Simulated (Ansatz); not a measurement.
The cluster K6F5⁺. Charge 1, multiplicity 1. Geometry PBE0-D4/def2-SVP, basis def2-TZVP, Ansatz.

| atom | x (Å) | y (Å) | z (Å) |
| --- | --- | --- | --- |
| K1 | -0.8085 | 3.3205 | -1.3584 |
| K2 | -1.4882 | -1.0640 | -1.3540 |
| K3 | 0.6319 | -2.6477 | 1.1031 |
| K4 | -2.3178 | 1.3367 | 1.2118 |
| K5 | 1.2270 | 0.8608 | 1.7185 |
| K6 | 2.8932 | -1.6996 | -1.5059 |
| F7 | 0.5883 | -2.3629 | -1.3740 |
| F8 | -2.1104 | 1.3035 | -1.2744 |
| F9 | -0.8769 | -0.6820 | 1.2043 |
| F10 | -0.2210 | 2.6439 | 0.8706 |
| F11 | 2.4824 | -1.0092 | 0.7583 |

```
run  HOMO (eV)  LUMO (eV)
  A     -13.43      -2.07
  B     -10.56      -3.22
  C      -8.70      -3.80
  D      -9.03      -3.14
```

LC-ωPBE has ω = 0.4 bohr⁻¹. Another isomer (singlet) lies 0.04 eV lower at PBE0-D4/def2-TZVP; other spin states weren't run for this one.

**Question.** The runs used LC-ωPBE, PBE, PBE0, r2SCAN. Estimate which is which.

**Answer.** A LC-ωPBE (range-separated); B PBE0 (25 % exact exchange); C PBE (0 % exact exchange); D r2SCAN (0 % exact exchange). Exact exchange lowers occupied and raises empty levels; among semilocal functionals meta-GGAs tend to open the gap a little, and such runs are hard to tell apart. The gap grows from 4.90 eV (PBE) to 11.36 eV (LC-ωPBE).
